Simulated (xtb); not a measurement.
Ge(H)2(Me)(NH2) (CH7GeN), SMILES [CH3][GeH2][NH2]. All values are semi-empirical tight-binding results from xtb (GFN2-xTB unless named), good for trends rather than for accurate numbers. Geometry: GFN2-xTB. The structure was generated by enumeration, and PubChem lists no compound with its InChIKey, so it may never have been made. The values are those of a single conformer.

Optimised geometry:

```xyz
10

Ge    -0.0378    -0.2955     0.1934
C      1.6292     0.4430    -0.5788
N     -1.5365     0.6732    -0.1436
H      0.0400    -0.3696     1.6904
H     -0.3337    -1.6606    -0.3565
H      1.5515     0.5158    -1.6614
H      1.8268     1.4383    -0.1869
H      2.4817    -0.1860    -0.3446
H     -1.8074     0.7503    -1.1141
H     -1.5678     1.5988     0.2607
```
Charge 0, spin multiplicity 1.

For metal compounds this method's bond lengths and energies can be far off.

```
Item                                          Result
-------------------------------------  -------------
point group as xtb finds it                       Cs
orbital gap                                  7.79 eV
zero-point energy                      47.0 kcal/mol
G − E(el) at 298.15 K (modified RRHO)  28.7 kcal/mol
```

### Question
Give the atomic charges and the Wiberg bond orders between heavy atoms. (Estimate from the structure and the level; the computed values follow.)

### Answer
charges (e) Ge1 0.16, C2 -0.15, N3 -0.38, H4 -0.03, H5 -0.03, H6 0.04, H7 0.04, H8 0.04, H9 0.16, H10 0.16. Bond orders Ge1–C2 0.88, Ge1–N3 1.12.
